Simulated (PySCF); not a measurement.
Problem. What does the PBE0-D3(BJ)/def2-SVP structure of `F[Si]([SiH3])([SiH3])P` look like in three dimensions?

Solution. 
```
atom  x, y, z in Å
F1     0.2638   -0.3084   -2.3164
Si2   -0.0826    0.0287   -0.7481
Si3    1.9231    0.4123    0.4032
Si4   -1.2831   -1.7605    0.1851
P5    -1.4340    1.8509   -0.7055
H6     2.6316    1.5955   -0.1741
H7     1.5647    0.7077    1.8259
H8     2.8304   -0.7754    0.3676
H9    -2.5789   -1.9670   -0.5292
H10   -1.5606   -1.4202    1.6159
H11   -0.4782   -3.0186    0.1331
H12   -1.4233    1.8409    0.7266
H13   -0.3654    2.7981   -0.7935
```

Orientation and origin are arbitrary. Atoms count from 1 in this order. Si2 (fluorine-bound silicon) is tetrahedral (angles from 107.5° to 111.6°). P5 (three-coordinate phosphorus) is pyramidal (angles 94.9°, 93.5° and 90.5°, sum 278.9°, 0.88 Å off the plane of its three neighbours). Si3 (SiH3 silicon) is tetrahedral (angles from 107.1° to 112.2°).

Bonds between heavy atoms (Å): F1–Si2 1.641, Si2–Si3 2.344, Si2–Si4 2.348, Si2–P5 2.269.

Method used: PySCF, PBE0-D3(BJ)/def2-SVP geometry optimisation, gas phase.

Whether it is a minimum is left open (no frequencies). One conformer, not necessarily the lowest (F1–Si2–P5–H -177° and -84°).
